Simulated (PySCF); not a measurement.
## Ionisation energy of F⁺ by level of theory

F⁺ [He] 2s2 2p4 (3P) → F²⁺ [He] 2s2 2p3 (4S), as a difference of total energies. Calculation: PySCF 2.14, in x2c-TZVPPall; the spin-free X2C one-electron Hamiltonian (Gaussian nucleus). Correlated levels: valence: 1s2 frozen. The calculations carry no spin-orbit coupling.

Order these methods by the ionisation energy they give, lowest first.
A. CCSD(T) (valence)
B. CCSD (valence)
C. UHF
D. SCS-MP2 (valence)

C (33.395 eV), B (34.626 eV), A (34.647 eV), D (34.679 eV).

Errors of the correlated levels include the incompleteness of this basis and the frozen core.

For comparison: 34.950 eV (measured; NIST levels, between the centres of gravity of the two terms).
